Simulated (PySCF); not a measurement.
PySCF input file for SiHBr3, SMILES Br[SiH](Br)Br, TDA-PBE/def2-SVPD. Geometry optimised at B3LYP-D3(BJ)/def2-SVP.

```python
import numpy as np
from pyscf import gto, scf, dft, tdscf

mol = gto.M(
    atom='''
    Si    0.00000000   -0.00000000   -0.62099522
    Br   -1.81960321   -1.05054840    0.10277592
    Br    0.00000000    2.10109680    0.10277592
    Br    1.81960320   -1.05054840    0.10277592
    H     0.00000000   -0.00000000   -2.09753886
    ''',
    basis='def2-SVPD',
    charge=0,
    spin=0,
    symmetry=True,
    max_memory=1600,
    verbose=4,
)
mf = dft.RKS(mol, xc='pbe').density_fit(auxbasis='def2-universal-jkfit')
mf.grids.level = 3
mf.conv_tol = 1e-9
mf.max_cycle = 100
mf.kernel()
mf.grids = dft.Grids(mol).set(level=1).build(with_non0tab=True)  # coarser grid for the response kernel
td = tdscf.TDA(mf)
td.singlet = True
td.nstates = 10
td.conv_tol = 1e-4
td.positive_eig_threshold = 1e-6
td.kernel(x0=td.get_init_guess(mf, 15))
td.analyze()
tt = tdscf.TDA(mf)
tt.singlet = False
tt.nstates = 4
tt.conv_tol = 1e-4
tt.positive_eig_threshold = 1e-6
tt.kernel(x0=tt.get_init_guess(mf, 9))
tt.analyze(verbose=3)
```

Output:

```
PySCF version 2.14.0

[INPUT] verbose = 4
[INPUT] num. atoms = 5
[INPUT] num. electrons = 120
[INPUT] charge = 0
[INPUT] spin (= nelec alpha-beta = 2S) = 0
[INPUT] symmetry True subgroup None
[INPUT] Mole.unit = angstrom
[INPUT] Symbol           X                Y                Z      unit          X                Y                Z       unit  Magmom
[INPUT]  1 Si     0.000000000000   0.000000000000  -0.620995220000 AA    0.000000000000   0.000000000000  -1.173510890464 Bohr   0.0
[INPUT]  2 Br    -1.819603210000  -1.050548400000   0.102775920000 AA   -3.438551722279  -1.985248756600   0.194218341000 Bohr   0.0
[INPUT]  3 Br     0.000000000000   2.101096800000   0.102775920000 AA    0.000000000000   3.970497513200   0.194218341000 Bohr   0.0
[INPUT]  4 Br     1.819603200000  -1.050548400000   0.102775920000 AA    3.438551703382  -1.985248756600   0.194218341000 Bohr   0.0
[INPUT]  5 H      0.000000000000   0.000000000000  -2.097538860000 AA    0.000000000000   0.000000000000  -3.963773981032 Bohr   0.0

nuclear repulsion = 907.707009571262
point group symmetry = C3v, use subgroup Cs
symmetry origin: [-5.51170120e-09  0.00000000e+00 -5.35422399e-09]
symmetry axis x: [5.92519296e-10 1.00000000e+00 2.00093018e-17]
symmetry axis y: [ 1.62871028e-10 -2.01058061e-17  1.00000000e+00]
symmetry axis z: [ 1.00000000e+00 -5.92519296e-10 -1.62871028e-10]
num. orbitals of irrep A' = 92
num. orbitals of irrep A" = 63
number of shells = 59
number of NR pGTOs = 301
number of NR cGTOs = 155
basis = def2-SVPD
ecp = {}


[settings echo left out]
init E= -8007.50381706841
HOMO (A") = -0.296522879459906  LUMO (A') = -0.0855163478632135  gap/eV = 5.74178
cycle= 1 E= -8010.35069793588  delta_E= -2.85  |g|= 0.364  |ddm|= 3.42
HOMO (A") = -0.263513658147133  LUMO (A') = -0.104630468231453  gap/eV = 4.32343
cycle= 2 E= -8010.31468468198  delta_E= 0.036  |g|= 0.438  |ddm|= 1.17
HOMO (A") = -0.267496204065277  LUMO (A') = -0.0774388911037818  gap/eV = 5.17172
cycle= 3 E= -8010.3648640129  delta_E= -0.0502  |g|= 0.187  |ddm|= 0.932
HOMO (A") = -0.269743516205199  LUMO (A') = -0.0861610676280247  gap/eV = 4.99553
cycle= 4 E= -8010.37465064161  delta_E= -0.00979  |g|= 0.0045  |ddm|= 0.245
HOMO (A") = -0.270659940878172  LUMO (A') = -0.0869449513561853  gap/eV = 4.99914
cycle= 5 E= -8010.37465415179  delta_E= -3.51e-06  |g|= 0.00202  |ddm|= 0.0107
HOMO (A") = -0.270363494495509  LUMO (A') = -0.0866821792499395  gap/eV = 4.99822
cycle= 6 E= -8010.3746552064  delta_E= -1.05e-06  |g|= 0.000452  |ddm|= 0.00406
HOMO (A") = -0.270381807412554  LUMO (A') = -0.0866740567782442  gap/eV = 4.99894
cycle= 7 E= -8010.37465526149  delta_E= -5.51e-08  |g|= 4.83e-05  |ddm|= 0.000717
HOMO (A") = -0.270385271859006  LUMO (A') = -0.086677002778623  gap/eV = 4.99896
cycle= 8 E= -8010.37465526229  delta_E= -8e-10  |g|= 1.97e-06  |ddm|= 8.75e-05
HOMO (A") = -0.270385316478253  LUMO (A') = -0.0866770776670474  gap/eV = 4.99896
Extra cycle  E= -8010.37465526225  delta_E= 3.64e-11  |g|= 2.73e-06  |ddm|= 6.51e-06
converged SCF energy = -8010.37465526225
tot grids = 30880
Overwritten attributes  positive_eig_threshold  of <class 'pyscf.tdscf.rks.TDA'>


******** <class 'pyscf.tdscf.rks.TDA'> for <class 'pyscf.df.df_jk.DFSymAdaptedRKS'> ********
nstates = 10 singlet
deg_eia_thresh = 1.000e-03
wfnsym = None
conv_tol = 0.0001
eigh lindep = 1e-12
eigh level_shift = 0
eigh max_cycle = 100


Excitation energies (eV)
[5.14682925 5.57150382 5.57151306 5.58616434 5.93587054 5.93587636
 6.30815437 6.3081882  6.4486344  6.50139191]

** Singlet excitation energies and oscillator strengths **
Excited State   1:   A"      5.14683 eV    240.89 nm  f=0.0000
      60 -> 61       -0.70480
Excited State   2:   A'      5.57150 eV    222.53 nm  f=0.0225
      59 -> 61        0.67891
      60 -> 63       -0.15663
Excited State   3:   A"      5.57151 eV    222.53 nm  f=0.0225
      58 -> 61       -0.67891
      60 -> 62       -0.15663
Excited State   4:   A'      5.58616 eV    221.95 nm  f=0.0098
      57 -> 61        0.70097
Excited State   5:   A"      5.93587 eV    208.87 nm  f=0.0014
      56 -> 61        0.67379
      60 -> 62       -0.19708
Excited State   6:   A'      5.93588 eV    208.87 nm  f=0.0014
      55 -> 61        0.67379
      60 -> 63        0.19710
Excited State   7:   A'      6.30815 eV    196.55 nm  f=0.0424
      55 -> 61       -0.16226
      57 -> 62        0.22584
      59 -> 61        0.12192
      60 -> 63        0.61416
Excited State   8:   A"      6.30819 eV    196.54 nm  f=0.0424
      56 -> 61        0.16223
      57 -> 63       -0.22580
      58 -> 61       -0.12193
      60 -> 62        0.61417
Excited State   9:   A"      6.44863 eV    192.26 nm  f=0.0000
      58 -> 62        0.49841
      59 -> 63       -0.49849
Excited State  10:   A"      6.50139 eV    190.70 nm  f=0.0097
      58 -> 62        0.48569
      59 -> 63        0.48561
      60 -> 62        0.10591

** Transition electric dipole moments (AU) **
state          X           Y           Z        Dip. S.      Osc.
  1         0.0000      0.0000     -0.0000      0.0000      0.0000
  2        -0.0000     -0.4056      0.0000      0.1645      0.0225
  3         0.4056      0.0000     -0.0000      0.1645      0.0225
  4         0.0000      0.0001      0.2675      0.0716      0.0098
  5         0.0994     -0.0000     -0.0000      0.0099      0.0014
  6         0.0000      0.0995      0.0000      0.0099      0.0014
  7        -0.0000     -0.5237     -0.0000      0.2743      0.0424
  8         0.5237      0.0000      0.0000      0.2743      0.0424
  9        -0.0000      0.0000     -0.0000      0.0000      0.0000
 10         0.2465      0.0000     -0.0000      0.0607      0.0097

** Transition velocity dipole moments (imaginary part, AU) **
state          X           Y           Z        Dip. S.      Osc.
  1         0.0000     -0.0000     -0.0000      0.0000      0.0000
  2         0.0000     -0.0484      0.0000      0.0023      0.0076
  3         0.0484      0.0000      0.0000      0.0023      0.0076
  4         0.0000      0.0000      0.0694      0.0048      0.0156
  5         0.0374     -0.0000     -0.0000      0.0014      0.0043
  6        -0.0000      0.0374      0.0000      0.0014      0.0043
  7         0.0000     -0.0937     -0.0000      0.0088      0.0252
  8         0.0937     -0.0000      0.0000      0.0088      0.0252
  9        -0.0000      0.0000      0.0000      0.0000      0.0000
 10         0.0522      0.0000      0.0000      0.0027      0.0076

** Transition magnetic dipole moments (imaginary part, AU) **
state          X           Y           Z
  1         0.0000     -0.0000      0.4833
  2         0.0763      0.0000     -0.0000
  3         0.0000      0.0763     -0.0001
  4        -0.0000     -0.0000      0.0000
  5        -0.0000     -0.2431     -0.0000
  6         0.2431      0.0000     -0.0000
  7        -0.0000      0.0000     -0.0000
  8         0.0000     -0.0000      0.0000
  9         0.0000     -0.0000     -0.1499
 10         0.0000      0.1553      0.0000


******** <class 'pyscf.tdscf.rks.TDA'> for <class 'pyscf.df.df_jk.DFSymAdaptedRKS'> ********
nstates = 4 triplet
deg_eia_thresh = 1.000e-03
wfnsym = None
conv_tol = 0.0001
eigh lindep = 1e-12
eigh level_shift = 0
eigh max_cycle = 100


Excitation energies (eV)
[4.8617292  5.15497588 5.15501436 5.23751646]

** Triplet excitation energies and oscillator strengths **
Excited State   1:   A"      4.86173 eV    255.02 nm  f=0.0000
Excited State   2:   A"      5.15498 eV    240.51 nm  f=0.0000
Excited State   3:   A'      5.15501 eV    240.51 nm  f=0.0000
Excited State   4:   A'      5.23752 eV    236.72 nm  f=0.0000
```

Self-consistency was reached.

Cost: around 30 core-seconds (rough).
